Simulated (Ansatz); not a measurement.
`[SiH3]C1(Cl)C[SiH2]1`, relaxed with RKS PBE-D4/def2-SVP in Ansatz from a rough embedded geometry. The force threshold is 0.03 eV/Å; the program also tests the step.

Charge 0, multiplicity 1.

Start:

```xyz
12

Si    0.720    1.529    0.424
C    -0.342    0.281   -0.456
Cl   -1.548    0.995   -1.479
C     0.205   -1.047   -0.938
Si   -0.904   -1.109    0.620
H    -0.150    2.294    1.443
H     1.369    2.462   -0.459
H     1.729    0.816    1.257
H     1.242   -1.237   -0.635
H    -0.165   -1.516   -1.747
H    -0.081   -1.531    1.767
H    -2.075   -1.938    0.203
```

Problem. How much energy does the relaxation release, and in how many steps? (Best estimate.)

Solution. Computed: 63.75 kJ/mol, in 7 steps, 1 of them rejected.

Problem. Which bonds change most? (An estimate is asked.)

Solution. Computed: C4–H10 from 1.006 to 1.104 Å; C2–Cl3 from 1.735 to 1.806 Å; Si1–H7 from 1.439 to 1.506 Å; C2–Si5 from 1.845 to 1.898 Å.

Problem. Give the relaxed structure. (Best estimate.)

Solution. Computed: 
```xyz
12

Si    0.707    1.548    0.473
C    -0.371    0.237   -0.347
Cl   -1.609    1.014   -1.407
C     0.273   -1.049   -0.909
Si   -0.839   -1.357    0.571
H    -0.146    2.464    1.303
H     1.455    2.349   -0.560
H     1.700    0.840    1.360
H     1.372   -1.134   -0.831
H    -0.106   -1.375   -1.893
H    -0.243   -1.611    1.918
H    -2.194   -1.926    0.321
```
